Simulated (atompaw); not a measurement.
What one change does to a pseudopotential (Pr (Z = 59), PAW (atompaw))

| Item | Value |
| --- | --- |
| Element | Pr (Z = 59) |
| Generator | atompaw 4.2.0.5 |
| Type | PAW |
| Functional | LDA (PW92) |
| Relativity | scalar-relativistic |
| Frozen core | [Xe] 4f2 |
| Valence charge | 3 |
| Reference configuration | 5d1 6s2 6p0 |
| Partial waves | 6s (bound): rc 3.00 bohr; 6s channel at 4.75 Ry: rc 3.00 bohr; 6p (bound, empty): rc 3.00 bohr; 6p channel at 0.6 Ry: rc 3.00 bohr; 5d (bound): rc 2.35 bohr; 5d channel at 2.55 Ry: rc 2.35 bohr |
| Local potential | bessel scheme, radius 2.60 bohr |
| Core correction | smooth core density matched at 1.70 bohr |
| Augmentation charge | sinc compensation charge, radius 2.85 bohr; PAW radius 3.00 bohr; waves and projectors: custom rrkj gramschmidtortho |

All-electron outer shells of the reference configuration (LDA (PW92), scalar-relativistic, ld1.x):

| shell | level (eV) | outermost node (bohr) | outermost maximum (bohr) |
| --- | --- | --- | --- |
| 5p | -24.05 | 0.79 | 1.51 |
| 4f | -6.44 | – | 0.68 |
| 6s | -3.95 | 1.77 | 3.61 |
| 5d | -3.13 | 0.90 | 2.14 |
| 6p | -1.41 | 2.11 | 4.82 |

Change: all radii scaled by about 0.86 (s 2.58, p 2.58, d 2.02 bohr); local potential bessel scheme, radius 2.24 bohr; augmentation sinc compensation charge, radius 2.46 bohr; PAW radius 2.58 bohr; waves and projectors: custom rrkj gramschmidtortho; core correction smooth core density matched at 1.46 bohr.

Cutoffs: the cutoffs (Ry, on a coarse ladder) from which the occupation-weighted sum of valence levels, in a spherical-Bessel basis at the reference potential, stays within 10 and 1 mRy of its value at 400 Ry; they do not see the model core or the augmentation charge, which bear on the density cutoff.

**Question.** What does the change do?

**Answer.** The potential gets harder (12 Ry and 18 Ry → 15 Ry and 21 Ry); both files keep a bound ghost (p, s). A smaller radius makes the pseudo-wave follow the all-electron one further in, where it bends more sharply, so more plane waves are needed.

```tsv
quantity	base	changed
cutoff, loose	12 Ry	15 Ry
cutoff, tight	18 Ry	21 Ry
loose cutoff by channel (10 mRy a level)	s 6 Ry, d 12 Ry	s 10 Ry, d 15 Ry
bound ghosts	p, s	s, p
lowest overlap eigenvalue by channel	s 0.52, p 0.00, d 0.54	s 0.11, p 0.18, d 0.80
```

 A true bound ghost makes a file unfit for plane-wave use even where its test errors are small: the radial tests pick states by their node count and pass the ghost by. The cutoffs see the waves, projectors and local potential, not the compensation charge or the core.
